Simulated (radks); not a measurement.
Results of a calculation; reference values are marked as such.
Species: Rh33+. Configuration: [Ne] 3s2. Code: a radial shooting solver on a logarithmic mesh with Libxc functionals. Model: scalar-relativistic Kohn-Sham, r2SCAN, spin-polarised, spherical densities, finite nucleus; meta-GGA in the generalised Kohn-Sham scheme; Fermi nuclear charge, rms radius 4.4945 fm.

Local quantities along the radius. ELF = 1/(1 + alpha^2) is the electron localisation function; alpha = (tau - tau_W)/tau_unif compares the Pauli kinetic energy density with that of the uniform gas (summed over spins). tau is taken from the large components.

r (bohr)	ELF	alpha
0.002148	1.000	0.01921
0.002666	1.000	0.02008
0.003336	1.000	0.02150
0.00414	0.999	0.02356
0.005138	0.999	0.02657
0.006377	0.999	0.03103
0.007978	0.999	0.03810
0.009901	0.998	0.04889
0.01229	0.996	0.06668
0.01537	0.990	0.09937
0.01908	0.975	0.1591
0.02368	0.928	0.2786
0.02963	0.777	0.5363
0.03677	0.501	0.9987
0.04563	0.302	1.519
0.05664	0.308	1.498
0.07085	0.521	0.9595
0.08794	0.754	0.5714
0.1091	0.856	0.4100
0.1365	0.853	0.4159
0.1695	0.653	0.7289
0.2103	0.187	2.082
0.2631	0.118	2.740
0.3266	0.585	0.8425
0.4053	0.965	0.1906
0.503	0.997	0.05137
0.6293	1.000	0.01704
0.781	1.000	0.007618
0.9694	1.000	0.004473

On this mesh the ELF has minima near r = 0.051, 0.24 bohr, which separate the shells, and maxima near 0.12 (0.87).
